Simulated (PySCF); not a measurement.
# How the method changes the shape and vibrations of CClGeH3

Calculated results; nothing here was measured. They come from PySCF 2.14.0, an open-source quantum chemistry program, on an isolated molecule that a program drew, which may never have been made. The molecule is CClGeH3 (charge 0, singlet), drawn as the SMILES string `[CH2]=[GeH][Cl]`.

The geometry was optimised and harmonic frequencies were computed with HF and MP2, all in the cc-pV(D+d)Z basis, for the commonest isotopes, with a restricted reference for singlets and an unrestricted one otherwise, and a frozen core in MP2. Germanium has the cc-pVDZ-PP basis, with a core potential (ECP10MDF) in place of its 10 inner electrons, and its 3s, 3p and 3d shells are frozen in MP2. Each result is a local minimum of its method.

Geometry at the HF minimum:
```xyz
6
CClGeH3, angstrom
C     0.0094   -0.2602   -0.7503
Ge   -1.2381   -1.0426    0.1903
Cl   -1.6651   -0.4371    2.2077
H     0.6024    0.5491   -0.3483
H     0.2012   -0.5875   -1.7639
H    -2.1652   -2.1739   -0.1780
```

Lengths of the bonds as drawn, in Å (atoms numbered as above):
| bond | HF | MP2 |
|---|---|---|
| C1-Ge2 | 1.747 | 1.779 |
| Ge2-Cl3 | 2.149 | 2.152 |
| C1-H4 | 1.081 | 1.093 |
| C1-H5 | 1.082 | 1.095 |
| Ge2-H6 | 1.508 | 1.520 |

Rotational constants, in GHz:
```
constant,HF,MP2
A,19.26,18.8
B,3.305,3.273
C,2.821,2.788
```

Harmonic frequencies in cm^-1, each column in rising order, so a row needn't be the same motion in every method:
| rank | HF | MP2 |
|---|---|---|
| 1 | 191 | 173 |
| 2 | 296 | 224 |
| 3 | 440 | 438 |
| 4 | 626 | ? |
| 5 | 716 | 659 |
| 6 | 787 | 688 |
| 7 | 876 | 816 |
| 8 | 930 | 852 |
| 9 | 1475 | 1357 |
| 10 | 2332 | 2257 |
| 11 | 3318 | 3197 |
| 12 | 3436 | 3328 |

**Estimate the missing MP2 frequency from the HF column.**

A single factor s that minimises the squared misfit of MP2 against s times HF over the other rows is sum(HF x MP2) / sum(HF^2) = 0.9585, with an rms misfit of 39 cm^-1. For rank 4 it gives 0.9585 x 626 = 600 cm^-1. The calculation gives 559 cm^-1, 41 cm^-1 below the estimate. The drawn bonds are on average 1.0 % longer in MP2 than in HF.
